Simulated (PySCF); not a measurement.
Species: C8H8BN3O2.
Structure used (PBE0-D3(BJ)/def2-SVP), in Å, numbered top down from 1:
```xyz
22
C8H8BN3O2 angstrom
N      3.9055    0.2888   -0.5975
C      2.9660   -0.6670   -0.5986
O      3.1990   -1.8633   -0.7219
N      1.6403   -0.2066   -0.4471
N      1.5160    1.1378   -0.3168
C      0.3457    1.6520   -0.1735
C     -0.9064    0.9239   -0.1321
C     -2.1302    1.5945    0.0337
C     -3.3118    0.8694    0.0728
C     -3.2881   -0.5266   -0.0529
C     -2.0804   -1.1930   -0.2177
C     -0.8738   -0.4801   -0.2597
B      0.5094   -1.1470   -0.4368
O      0.6878   -2.4702   -0.5705
H      3.6143    1.2514   -0.4776
H      4.8706    0.0105   -0.6884
H      0.3278    2.7430   -0.0749
H     -2.1448    2.6834    0.1316
H     -4.2652    1.3875    0.2019
H     -4.2247   -1.0887   -0.0208
H     -2.0551   -2.2811   -0.3164
H      1.6539   -2.6351   -0.6639
```

Computed, not measured: PBE0-D3(BJ)/def2-SVP geometry optimisation, gas phase in PySCF 2.14.0.

Masses are those of the commonest isotopes; rigid-rotor values at the optimised geometry. The values belong to one conformer with, in the numbering `[NH2:1][C:2](=[O:3])[N:4]1[N:5]=[CH:6][c:7]2[cH:8][cH:9][cH:10][cH:11][c:12]2[B:13]1[OH:14]`, H–N1–C2–O3 -179° and -1°, N1–C2–N4–N5 0°, C12–B13–O14–H 180°.

Q: What are A, B and C (GHz)?

A: Ia = 300.91, Ib = 1055.88, Ic = 1356.78 u·Å²; 505379 MHz·u·Å²/I gives 1680, 478.6 and 372.5 MHz, that is A = 1.6795, B = 0.4786, C = 0.3725 GHz.

Q: What kind of rotor is it?

A: An asymmetric top. Ray's parameter κ = (2B − A − C)/(A − C) = -0.838; −1 is the prolate and +1 the oblate limit.

Q: Is it planar, by Δ = Ic − Ia − Ib?

A: Planar: Δ = Ic − Ia − Ib = 0.00 u·Å². For a rigid frame Δ = −2 Σ m c², so it vanishes when all atoms lie in the ab plane; here none is more than 0.01 Å from it.

Q: Predict some low-J microwave lines.

A: The dipole components are |μa| = 0.97 D, |μb| = 3.49 D, |μc| = 0.04 D. The squared components, which scale the intensities, stand as 0.08 : 1.00 : 0.00 (a : b : c). Some lines, for components of 0.1 D or more:

| type | branch | J(Ka,Kc) | MHz | lower level (cm⁻¹) |
| --- | --- | --- | --- | --- |
| b | R | 2(0,2) ← 1(1,1) | 495 | 0.068 |
| a | Q | 4(1,3) ← 4(1,4) | 1060 | 0.307 |
| b | R | 5(1,4) ← 4(2,3) | 1244 | 0.451 |
| b | Q | 2(1,1) ← 2(0,2) | 1420 | 0.085 |
| a | R | 2(1,2) ← 1(1,1) | 1596 | 0.068 |
| a | R | 3(2,2) ← 2(2,1) | 2553 | 0.252 |
| b | R | 5(0,5) ← 4(1,4) | 3323 | 0.307 |
| b | Q | 4(2,2) ← 4(1,3) | 3344 | 0.343 |
| a | R | 4(3,2) ← 3(3,1) | 3417 | 0.547 |
| a | R | 5(4,2) ← 4(4,1) | 4271 | 0.953 |
| a | R | 5(4,1) ← 4(4,0) | 4271 | 0.953 |
| b | Q | 5(2,4) ← 5(1,5) | 4581 | 0.440 |
| b | R | 5(1,5) ← 4(0,4) | 4769 | 0.281 |
| b | R | 2(2,0) ← 1(1,1) | 5524 | 0.068 |
| b | Q | 3(3,0) ← 3(2,1) | 6241 | 0.339 |
| b | Q | 4(4,1) ← 4(3,2) | 8766 | 0.661 |
| b | R | 4(3,2) ← 3(2,1) | 9658 | 0.339 |
| b | Q | 5(5,0) ← 5(4,1) | 11272 | 1.096 |

Not checked by PBE0-D3(BJ)/def2-SVP frequencies. No vibrational averaging or centrifugal distortion is included, and the geometry carries the error of its method. Quadrupole hyperfine structure (11B, 14N) is left out.
